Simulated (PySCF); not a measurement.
Radial density of Mn+ (manganese, charge +1)

UHF, [Ar] 3d4 4s2, high-spin 5D determinant (an excited configuration). All numbers are calculated (PySCF 2.14, the non-relativistic Hamiltonian (point nucleus), in dyall-av2z).

```json
{"r (bohr)": "0.00113", "4πr²ρ (e/bohr)": "0.1604", "4πr²(ρα − ρβ)": "0.0000"}
{"r (bohr)": "0.00190", "4πr²ρ (e/bohr)": "0.4370", "4πr²(ρα − ρβ)": "0.0000"}
{"r (bohr)": "0.00320", "4πr²ρ (e/bohr)": "1.158", "4πr²(ρα − ρβ)": "0.0000"}
{"r (bohr)": "0.00538", "4πr²ρ (e/bohr)": "2.940", "4πr²(ρα − ρβ)": "-0.0001"}
{"r (bohr)": "0.00905", "4πr²ρ (e/bohr)": "6.922", "4πr²(ρα − ρβ)": "-0.0002"}
{"r (bohr)": "0.0152", "4πr²ρ (e/bohr)": "14.41", "4πr²(ρα − ρβ)": "-0.0005"}
{"r (bohr)": "0.0256", "4πr²ρ (e/bohr)": "24.43", "4πr²(ρα − ρβ)": "-0.0009"}
{"r (bohr)": "0.0431", "4πr²ρ (e/bohr)": "29.91", "4πr²(ρα − ρβ)": "-0.0021"}
{"r (bohr)": "0.0725", "4πr²ρ (e/bohr)": "24.98", "4πr²(ρα − ρβ)": "-0.0040"}
{"r (bohr)": "0.122", "4πr²ρ (e/bohr)": "25.37", "4πr²(ρα − ρβ)": "0.0213"}
{"r (bohr)": "0.205", "4πr²ρ (e/bohr)": "33.07", "4πr²(ρα − ρβ)": "0.2837"}
{"r (bohr)": "0.345", "4πr²ρ (e/bohr)": "17.19", "4πr²(ρα − ρβ)": "1.4204"}
{"r (bohr)": "0.580", "4πr²ρ (e/bohr)": "13.06", "4πr²(ρα − ρβ)": "3.4046"}
{"r (bohr)": "0.976", "4πr²ρ (e/bohr)": "11.51", "4πr²(ρα − ρβ)": "3.2657"}
{"r (bohr)": "1.64", "4πr²ρ (e/bohr)": "2.564", "4πr²(ρα − ρβ)": "1.0633"}
{"r (bohr)": "2.76", "4πr²ρ (e/bohr)": "0.9195", "4πr²(ρα − ρβ)": "0.0855"}
{"r (bohr)": "4.64", "4πr²ρ (e/bohr)": "0.1456", "4πr²(ρα − ρβ)": "-0.0117"}
{"r (bohr)": "7.81", "4πr²ρ (e/bohr)": "0.001018", "4πr²(ρα − ρβ)": "-0.0005"}
{"r (bohr)": "13.1", "4πr²ρ (e/bohr)": "1.895e-05", "4πr²(ρα − ρβ)": "0.0000"}
```

Where is the radial spin density 4πr²(ρα − ρβ) most negative, and why is it negative at all?

Around r = 4.64 bohr, down to -0.0117 e/bohr: exchange with the open shell polarises the paired shells in an unrestricted calculation.
